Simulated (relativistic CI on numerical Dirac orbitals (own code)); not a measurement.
# Si³⁺: what numerical and physical settings do to a radial Dirac CI calculation

Reference input:

```
atom Si  Z=14  charge=3  electrons=11
nucleus A=28  rms_radius_fm=3.1224
hamiltonian dirac-coulomb  breit=on  qed=on  c_scale=1
orbitals kli  potential=per-configuration
slater_scale 1
correlation none
mixing on
grid step=0.0125 r_max=25.7
scf mixing=0.4 start=green max_iterations=150 tolerance=2e-08 node_fill=0.05
configurations
  [Ne] 3s
  [Ne] 3p
  [Ne] 3d
end
```

Computed lowest total energy -287.35237 Ha, first excitation 70601.9 cm⁻¹, 32 SCF steps. Runs with settings changed; * marks those that are bad on purpose (the QED terms keep the true α when c is scaled):

| Changed | Outcome | Lowest level | ΔE (Ha) | First excitation (cm⁻¹) | SCF steps | Message |
| --- | --- | --- | --- | --- | --- | --- |
| nuclear radius 3.4346 fm, iteration limit 20 | converged | 3s ²S1/2 | 2.57e-05 | 70601.9 | 32 |  |
| Slater scale 1.2, iteration limit 20 | converged | 3s ²S1/2 | 0 | 70601.9 | 32 |  |
| start potential thomas-fermi, Breit term off, SCF tolerance 1e-06 | converged | 3s ²S1/2 | -0.0545 | 70591.4 | 28 |  |
| speed of light × 0.4 * | converged | 3s ²S1/2 | -3.09 | 72495.2 | 31 |  |
| charge 5 * | refused |  |  |  | 0 | configuration [Ne] 3s has 11 electrons, the ion has 9 |

With so few configurations and no correlation, terms lie too far apart (by 10 to 50 % near neutrality), their order can be wrong, and levels of other configurations are missing.
